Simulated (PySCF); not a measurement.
PySCF input for CHF₂, SMILES F[CH]F (connectivity only; charge and spin as stated), charge +1, multiplicity 1, ADC(2)/aug-cc-pVDZ. Geometry optimised at PBE0-D3(BJ)/def2-TZVP. The spin state was assumed, not searched. The isomer is the one that the SMILES or the coordinates give; other isomers of the formula were not compared.

```python
import numpy as np
from pyscf import gto, scf, dft, adc

mol = gto.M(
    atom='''
    F     0.00000000   -1.05256886    0.22077877
    C     0.00000000   -0.00000000   -0.41081776
    F     0.00000000    1.05256886    0.22077876
    H     0.00000000   -0.00000001   -1.50911122
    ''',
    basis='aug-cc-pVDZ',
    charge=1,
    spin=0,
    max_memory=1600,
    verbose=4,
)
mf = scf.RHF(mol)
mf.conv_tol = 1e-10
mf.max_cycle = 100
mf.kernel()
res = {}
for kind, nroots in (('ee', 6), ('ip', 6), ('ea', 2)):
    a = adc.ADC(mf).density_fit('aug-cc-pvdz-ri')
    a.method, a.method_type = 'adc(2)', kind
    e, v, p, x = a.kernel(nroots=nroots)
    res[kind] = (e * 27.211386245988, p)
a = adc.ADC(mf).density_fit('aug-cc-pvdz-ri')
a.method, a.method_type, a.ncvs = 'adc(2)-x', 'ip', 3
e, v, p, x = a.kernel(nroots=3)
res['core ip, CVS-ADC(2)-x'] = (e * 27.211386245988, p)
for kind, (e, p) in res.items():
    print(kind, 'energies / eV', np.round(e, 3), 'strengths', np.round(p, 4))
```

Output:

```
PySCF version 2.14.0

[INPUT] verbose = 4
[INPUT] num. atoms = 4
[INPUT] num. electrons = 24
[INPUT] charge = 1
[INPUT] spin (= nelec alpha-beta = 2S) = 0
[INPUT] symmetry False subgroup None
[INPUT] Mole.unit = angstrom
[INPUT] Symbol           X                Y                Z      unit          X                Y                Z       unit  Magmom
[INPUT]  1 F      0.000000000000  -1.052568860000   0.220778770000 AA    0.000000000000  -1.989066872646   0.417211409418 Bohr   0.0
[INPUT]  2 C      0.000000000000   0.000000000000  -0.410817760000 AA    0.000000000000   0.000000000000  -0.776333053507 Bohr   0.0
[INPUT]  3 F      0.000000000000   1.052568860000   0.220778760000 AA    0.000000000000   1.989066872646   0.417211390521 Bohr   0.0
[INPUT]  4 H      0.000000000000  -0.000000010000  -1.509111220000 AA    0.000000000000  -0.000000018897  -2.851806897308 Bohr   0.0

nuclear repulsion = 74.5141862315984
number of shells = 29
number of NR pGTOs = 116
number of NR cGTOs = 78
basis = aug-cc-pVDZ
ecp = {}


******** <class 'pyscf.scf.hf.RHF'> ********
method = RHF
initial guess = minao
damping factor = 0
level_shift factor = 0
DIIS = <class 'pyscf.scf.diis.CDIIS'>
diis_start_cycle = 1
diis_space = 8
diis_damp = 0
SCF conv_tol = 1e-10
SCF conv_tol_grad = None
SCF max_cycles = 100
direct_scf = True
direct_scf_tol = 1e-13
Set gradient conv threshold to 1e-05
Initial guess from minao.
init E= -237.989869372925
  HOMO = -0.514021335994536  LUMO = 0.010131725884202  gap/eV = 14.26293
cycle= 1 E= -236.827530057934  delta_E= 1.16  |g|= 0.822  |ddm|= 1.99
  HOMO = -1.03303988887954  LUMO = -0.376285628766198  gap/eV = 17.87119
cycle= 2 E= -236.959428719667  delta_E= -0.132  |g|= 0.391  |ddm|= 0.782
  HOMO = -0.993145363717982  LUMO = -0.252579479541978  gap/eV = 20.15182
cycle= 3 E= -236.984585257519  delta_E= -0.0252  |g|= 0.0817  |ddm|= 0.284
  HOMO = -0.974001261487195  LUMO = -0.233058373211237  gap/eV = 20.16208
cycle= 4 E= -236.985717132441  delta_E= -0.00113  |g|= 0.0161  |ddm|= 0.0604
  HOMO = -0.975239990123137  LUMO = -0.231579432046667  gap/eV = 20.23603
cycle= 5 E= -236.985832540299  delta_E= -0.000115  |g|= 0.00343  |ddm|= 0.0266
  HOMO = -0.975662622152711  LUMO = -0.232013226585257  gap/eV = 20.23573
cycle= 6 E= -236.985839027532  delta_E= -6.49e-06  |g|= 0.000699  |ddm|= 0.00589
  HOMO = -0.975619617973593  LUMO = -0.231905149749615  gap/eV = 20.23750
cycle= 7 E= -236.985839341183  delta_E= -3.14e-07  |g|= 0.000164  |ddm|= 0.00128
  HOMO = -0.975604549296292  LUMO = -0.231923092011098  gap/eV = 20.23660
cycle= 8 E= -236.98583935662  delta_E= -1.54e-08  |g|= 3.4e-05  |ddm|= 0.000258
  HOMO = -0.975600199964885  LUMO = -0.231925714958452  gap/eV = 20.23641
cycle= 9 E= -236.985839357204  delta_E= -5.84e-10  |g|= 7.59e-06  |ddm|= 4.72e-05
  HOMO = -0.975599671094982  LUMO = -0.231925716353959  gap/eV = 20.23640
cycle= 10 E= -236.985839357235  delta_E= -3.03e-11  |g|= 1.09e-06  |ddm|= 1.11e-05
  HOMO = -0.975599605769808  LUMO = -0.231925670883968  gap/eV = 20.23640
Extra cycle  E= -236.985839357236  delta_E= -1.42e-12  |g|= 4.15e-07  |ddm|= 1.18e-06
converged SCF energy = -236.985839357236

******** <class 'pyscf.adc.radc.RADC'> ********
******** ADC Orbital Information ********
Number of Frozen Occupied Orbitals: 0
Number of Frozen Virtual Orbitals: 0
Number of Active Occupied Orbitals: 12
Number of Active Virtual Orbitals: 66
*****************************************
******** <class 'pyscf.df.df.DF'> ********
auxbasis = aug-cc-pvdz-ri
Reference correlation energy (doubles): -0.52420049
MP2 correlation energy of reference state (a.u.) = -0.52420049

******** <class 'pyscf.adc.radc_ee.RADCEE'> ********
max_space = 12
max_cycle = 50
conv_tol = 1e-08

*************************************************************
        ADC calculation summary (singlet states only)
*************************************************************
adc(2) root 0  |  Energy (Eh) =   0.2898690769  |  Energy (eV) =   7.88773935  |  Osc. strength = 0.00451752  |  conv = True
adc(2) root 1  |  Energy (Eh) =   0.3007790202  |  Energy (eV) =   8.18461403  |  Osc. strength = 0.00000000  |  conv = True
adc(2) root 2  |  Energy (Eh) =   0.3495064430  |  Energy (eV) =   9.51055474  |  Osc. strength = 0.19002716  |  conv = True
adc(2) root 3  |  Energy (Eh) =   0.4572170030  |  Energy (eV) =  12.44150836  |  Osc. strength = 0.08720342  |  conv = True
adc(2) root 4  |  Energy (Eh) =   0.4810669099  |  Energy (eV) =  13.09049739  |  Osc. strength = 0.00000000  |  conv = True
adc(2) root 5  |  Energy (Eh) =   0.4915987051  |  Energy (eV) =  13.37708213  |  Osc. strength = 0.00240223  |  conv = True

******** <class 'pyscf.adc.radc.RADC'> ********
******** ADC Orbital Information ********
Number of Frozen Occupied Orbitals: 0
Number of Frozen Virtual Orbitals: 0
Number of Active Occupied Orbitals: 12
Number of Active Virtual Orbitals: 66
*****************************************
******** <class 'pyscf.df.df.DF'> ********
auxbasis = aug-cc-pvdz-ri
Reference correlation energy (doubles): -0.52420049
MP2 correlation energy of reference state (a.u.) = -0.52420049

******** <class 'pyscf.adc.radc_ip.RADCIP'> ********
max_space = 12
max_cycle = 50
conv_tol = 1e-08

*************************************************************
        ADC calculation summary (doublet states only)
*************************************************************
adc(2) root 0  |  Energy (Eh) =   0.8805765601  |  Energy (eV) =  23.96170870  |  Spec. factor = 1.79859268  |  conv = True
adc(2) root 1  |  Energy (Eh) =   0.8848429427  |  Energy (eV) =  24.07780288  |  Spec. factor = 1.76034921  |  conv = True
adc(2) root 2  |  Energy (Eh) =   0.9113837938  |  Energy (eV) =  24.80001622  |  Spec. factor = 1.77330541  |  conv = True
adc(2) root 3  |  Energy (Eh) =   1.0182793501  |  Energy (eV) =  27.70879247  |  Spec. factor = 1.78041888  |  conv = True
adc(2) root 4  |  Energy (Eh) =   1.0703131925  |  Energy (eV) =  29.12470544  |  Spec. factor = 1.76464278  |  conv = True
adc(2) root 5  |  Energy (Eh) =   1.0892753082  |  Energy (eV) =  29.64069089  |  Spec. factor = 1.78364405  |  conv = True

******** <class 'pyscf.adc.radc.RADC'> ********
******** ADC Orbital Information ********
Number of Frozen Occupied Orbitals: 0
Number of Frozen Virtual Orbitals: 0
Number of Active Occupied Orbitals: 12
Number of Active Virtual Orbitals: 66
*****************************************
******** <class 'pyscf.df.df.DF'> ********
auxbasis = aug-cc-pvdz-ri
Reference correlation energy (doubles): -0.52420049
MP2 correlation energy of reference state (a.u.) = -0.52420049

******** <class 'pyscf.adc.radc_ea.RADCEA'> ********
max_space = 12
max_cycle = 50
conv_tol = 1e-08

*************************************************************
        ADC calculation summary (doublet states only)
*************************************************************
adc(2) root 0  |  Energy (Eh) =  -0.2885768760  |  Energy (eV) =  -7.85257677  |  Spec. factor = 1.87740073  |  conv = True
adc(2) root 1  |  Energy (Eh) =  -0.1348646907  |  Energy (eV) =  -3.66985516  |  Spec. factor = 1.98090757  |  conv = True

******** <class 'pyscf.adc.radc.RADC'> ********
******** ADC Orbital Information ********
Number of Frozen Occupied Orbitals: 0
Number of Frozen Virtual Orbitals: 0
Number of Active Occupied Orbitals: 12
Number of Active Virtual Orbitals: 66
*****************************************
******** <class 'pyscf.df.df.DF'> ********
auxbasis = aug-cc-pvdz-ri
Reference correlation energy (doubles): -0.52420049
MP2 correlation energy of reference state (a.u.) = -0.52420049

******** <class 'pyscf.adc.radc_ip_cvs.RADCIPCVS'> ********
max_space = 12
max_cycle = 50
conv_tol = 1e-08

*************************************************************
        ADC calculation summary (doublet states only)
*************************************************************
adc(2)-x root 0  |  Energy (Eh) =  11.4307888492  |  Energy (eV) = 311.04760789  |  Spec. factor = 1.55820859  |  conv = True
adc(2)-x root 1  |  Energy (Eh) =  11.8311326387  |  Energy (eV) = 321.94151729  |  Spec. factor = 0.00000041  |  conv = True
adc(2)-x root 2  |  Energy (Eh) =  11.8952304781  |  Energy (eV) = 323.68570834  |  Spec. factor = 0.00000089  |  conv = True
ee energies / eV [ 7.888  8.185  9.511 12.442 13.09  13.377] strengths [0.0045 0.     0.19   0.0872 0.     0.0024]
ip energies / eV [23.962 24.078 24.8   27.709 29.125 29.641] strengths [1.7986 1.7603 1.7733 1.7804 1.7646 1.7836]
ea energies / eV [-7.853 -3.67 ] strengths [1.8774 1.9809]
core ip, CVS-ADC(2)-x energies / eV [311.048 321.942 323.686] strengths [1.5582 0.     0.    ]
```

Self-consistency was reached.
